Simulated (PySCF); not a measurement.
# Working with the constants of CdN

PBE0 constants of CdN, ⁴Σ⁻ (quartet), unpaired electrons σ ↑, π ↑↑ (PySCF, scalar-relativistic core potentials, basis sets Cd cc-pVDZ-PP with ECP28, N cc-pVDZ; masses 113.9034 and 14.0031 u):

```
ωe           : 156.9 cm⁻¹
ωexe         : 9.64 cm⁻¹
Be           : 0.22885 cm⁻¹
αe           : 0.0107 cm⁻¹
De to Cd + N : 0.121 eV
```

Problem. What force constant and bond length do these constants imply?

Solution. Reduced mass μred = 12.470 u; k = 5.8918×10⁻⁷·μred·ωe² (u, cm⁻¹, mdyn/Å) = 0.181 mdyn/Å; Re = √(16.8576/(μred·Be)) (u, cm⁻¹, Å) = 2.430 Å.

Problem. Estimate the centrifugal constant D from the Kratzer relation and find the Dunham coefficient a1.

Solution. D = 4Be³/ωe² = 1.95e-06 cm⁻¹; a1 = −1 − αeωe/(6Be²) = -6.34.

The bond is weak. Basis-set superposition, not corrected here, can be much of De in a small basis, most of all at correlated wavefunction levels. Functionals without a dispersion term scatter widely for such bonds, and LDA overbinds them. Spin–orbit coupling is left out. The state was picked by a PBE0 search and need not be the measured ground state.
